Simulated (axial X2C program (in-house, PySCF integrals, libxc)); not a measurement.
# Outer orbitals of SnCl at 2.385 Å, HF

Computed with an in-house relativistic program for diatomic molecules. Spin-free means the one-electron spin-free X2C Hamiltonian; two-component (2c) means X2C with spin–orbit coupling and atomic mean-field two-electron Coulomb and Gaunt terms, so the difference of the two also holds small scalar two-electron terms. Basis: Sn dyall-cv3z [11s12p9d4f1g], Cl dyall-av3z [9s8p3d2f] (cores contracted in-house); Gaussian nuclei, density fitting, unrestricted open shells. Masses: Sn 119.902 u, Cl 34.969 u.

The distance is close to the 2c PBE0 minimum; the highest filled and lowest empty levels are listed.

Spin-free orbitals, state M_S = 1/2, Λ = 1 (beyond evenly filled blocks: π+α) (Löwdin shares):

```
symmetry  occupied  ε (eV)              atomic character
      σα       yes  -28.72    84% Cl s, 6% Sn p, 5% Sn d
      σβ       yes  -28.62    84% Cl s, 6% Sn p, 6% Sn d
      σα       yes  -16.37   52% Sn s, 40% Cl p, 4% Cl s
      σβ       yes  -15.24   54% Cl p, 39% Sn s, 4% Cl s
     π+α       yes  -12.46    90% Cl p, 6% Sn p, 2% Sn d
     π-α       yes  -12.09    92% Cl p, 4% Sn p, 3% Sn d
     π-β       yes  -12.06    93% Cl p, 3% Sn p, 3% Sn d
     π+β       yes  -12.06    93% Cl p, 3% Sn p, 3% Sn d
      σα       yes  -11.45  47% Cl p, 24% Sn s, 23% Sn p
      σβ       yes  -10.78  36% Sn s, 33% Cl p, 25% Sn p
     π+α       yes   -7.22    85% Sn p, 7% Cl p, 5% Cl d
     π-α        no   -0.61    86% Sn p, 5% Cl p, 5% Cl d
     π-β        no    0.34    87% Sn p, 6% Cl p, 5% Cl d
     π+β        no    0.34    87% Sn p, 6% Cl p, 5% Cl d
      σα        no    1.36  67% Sn p, 12% Cl p, 11% Sn d
```

Spinors with spin–orbit coupling (state Ω = 1/2):

| ω | occupied | ε (eV) | atomic character | λ mixture |
| --- | --- | --- | --- | --- |
| -1/2 | yes | -28.69 | 84% Cl s, 6% Sn p, 5% Sn d | 100% σ |
| 1/2 | yes | -28.59 | 84% Cl s, 6% Sn p, 6% Sn d | 100% σ |
| -1/2 | yes | -16.34 | 52% Sn s, 40% Cl p, 4% Cl s | 100% σ |
| 1/2 | yes | -15.19 | 54% Cl p, 39% Sn s, 4% Cl s | 100% σ |
| 1/2 | yes | -12.48 | 90% Cl p, 7% Sn p, 2% Sn d | 100% π |
| -1/2 | yes | -12.08 | 92% Cl p, 3% Sn p, 3% Sn d | 99% π, 1% σ |
| -3/2 | yes | -12.02 | 92% Cl p, 4% Sn p, 3% Sn d | 100% π |
| 3/2 | yes | -11.99 | 93% Cl p, 3% Sn d, 3% Sn p | 100% π |
| -1/2 | yes | -11.42 | 47% Cl p, 23% Sn s, 23% Sn p | 99% σ, 1% π |
| 1/2 | yes | -10.75 | 37% Sn s, 32% Cl p, 25% Sn p | 100% σ |
| 1/2 | yes | -7.37 | 84% Sn p, 7% Cl p, 5% Cl d | 100% π, 0% σ |
| -3/2 | no | -0.48 | 86% Sn p, 5% Cl p, 5% Cl d | 100% π |
| -1/2 | no | 0.28 | 86% Sn p, 6% Cl p, 5% Cl d | 100% π |
| 3/2 | no | 0.45 | 87% Sn p, 6% Cl p, 5% Cl d | 100% π |
| -1/2 | no | 1.39 | 67% Sn p, 12% Cl p, 11% Sn d | 100% σ |

**Question.** How does the gap between the highest filled and lowest empty level change from the spin-free to the 2c table?

**Answer.** From 6.61 to 6.89 eV at HF, a change of 0.28 eV.

Mulliken charges and populations of the two-component result (they depend on the basis, above all on diffuse functions):

Sn 0.54 e (s 9.90 p 19.48 d 20.06 f 0.02), Cl -0.54 e (s 5.99 p 11.52 d 0.03). ⟨Lz⟩ = 1.00 ħ and ⟨Sz⟩ = -0.50 ħ (-0.51 and 0.01 on the two atoms), which add up to Ω.

The state is one determinant whose occupation by symmetry is held fixed; it was picked as the lowest of a PBE0 search that is not exhaustive.
